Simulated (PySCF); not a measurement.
C2H6BF2N, SMILES CNB(F)CF. Heavy atoms are numbered as in [CH3:1][NH:2][B:3]([F:4])[CH2:5][F:6]. Hydrogens are named by the atom that carries them.

Coordinates come from a TPSSh-D3(BJ)/def2-SVP optimisation. This is a generated structure with no PubChem entry under its InChIKey; it may be hypothetical. The values are those of a single conformer.

The numbers are results of PBE/pcSseg-1 in PySCF, not measurements.

GIAO shieldings, no solvent; atoms alike by connectivity are averaged. δ = σ(ref) − σ: ¹³C against TMS (σ = 182.0 ppm); ¹⁵N against NH3 (σ = 267.0 ppm); ¹¹B against BF3 (σ = 83.9 ppm); ¹⁹F against CFCl3 (σ = 133.6 ppm); ¹H against TMS (σ = 31.49 ppm), references at their B3LYP-D3(BJ)/def2-TZVP geometries, non-relativistic.

| nucleus | atoms | count | δ (ppm) |
|---|---|---|---|
| ¹³C | C5 (CH2) | 1 | 81.8 |
| ¹³C | C1 (CH3) | 1 | 31.0 |
| ¹⁵N | N2 (NH) | 1 | 101.7 |
| ¹¹B | B3 | 1 | 18.5 |
| ¹⁹F | F4 | 1 | -156.7 |
| ¹⁹F | F6 | 1 | -326.6 |
| ¹H | H on C5 | 2 | 4.81 |
| ¹H | H on N2 | 1 | 4.01 |
| ¹H | H on C1 | 3 | 3.14 |
